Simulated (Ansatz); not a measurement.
Consider the cleavage of the B–Si bond: `CB(N)[SiH2][SiH3]` + HBr → `CB(N)Br` + `[SiH3][SiH3]`.

Computed with Ansatz on PBE0-D4/def2-TZVP structures; ΔE is electronic, products minus reactants. CCSD(T)/CBS adds triple-zeta CCSD(T) − MP2 to the extrapolated MP2 energy (def2 sets, frozen cores). Functionals use def2-TZVPP. B3LYP here is the variant with VWN-RPA as its local correlation; programs differ in this. For Br outer-core shells are correlated without core-valence functions, which leaves a few kJ/mol of doubt a bond. Scalar relativity is left out up to krypton. One conformer a species, not always the lowest.

Is it downhill or uphill in electronic energy at CCSD(T)/CBS, and by how much? (An estimate is asked.)

Computed: Downhill: ΔE = -98.4 kJ/mol.

What do these levels give: PBE-D4, r2SCAN-D4, PBE0-D4, B3LYP-D4, ωB97M-V, r2SCAN, PBE0, B3LYP, HF/def2-TZVPP, MP2/def2-TZVPP, HF/def2-QZVPP, SCS-MP2/def2-QZVPP? (Best estimate.)

The calculation gave: PBE-D4 -85.5, r2SCAN-D4 -96.5, PBE0-D4 -91.1, B3LYP-D4 -94.6, ωB97M-V -99.5, r2SCAN -98.1, PBE0 -94.7, B3LYP -99.7, HF/def2-TZVPP -117.8, MP2/def2-TZVPP -105.2, HF/def2-QZVPP -117.3, SCS-MP2/def2-QZVPP -105.8 kJ/mol.

Largest T1 diagnostic among the species: 0.013.

In def2-TZVPP, CCSD(T) changes the Hartree–Fock value by +20.8 kJ/mol (the triples alone add +2.5 kJ/mol) and MP2 by +12.6 kJ/mol. The D4 term adds +5.1 kJ/mol with B3LYP and +3.5 kJ/mol with PBE0; it sums over pairs of atoms, weighted by their polarisabilities, and B3LYP, whose exchange is more repulsive, gets the larger term.
